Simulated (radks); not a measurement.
These are the eigenvalues of the occupied orbitals of an atom or ion with whole-number occupations (eV). All-electron calculation, scalar-relativistic Kohn-Sham, PBE, spin-polarised, spherical densities, finite nucleus; Fermi nuclear charge, rms radius of each element as measured or else 0.836 A^(1/3) + 0.57 fm. Program: a radial shooting solver on a logarithmic mesh with Libxc functionals.

orbital  eigenvalue
1s up     -18812.45
1s down   -18812.45
2s up     -2635.511
2s down   -2635.224
2p up     -2353.755
2p down   -2353.535
3s up     -443.5939
3s down   -443.4284
3p up     -351.5036
3p down   -351.3177
3d up     -201.0106
3d down   -200.7297
4s up      -63.6555
4s down    -61.8820
4p up      -39.7431
4p down    -37.7336
4d up       -7.4480
5p up       -2.9470

Which element is it, and in what charge state? The configuration may be excited. Open shells, if any, are filled with parallel spins first.

Answer. Z = 41, niobium, charge 0: Nb in [Kr] 4d3 5p2. The list shows which subshells hold electrons but not how many an open one holds; the 1s level, -691.34 hartree, gives Z - s = 37.2 by -(Z - s)^2/2, which with screening and relativity narrows Z to a few neighbours, and the depths of the outer levels then fix element, charge and occupations together.
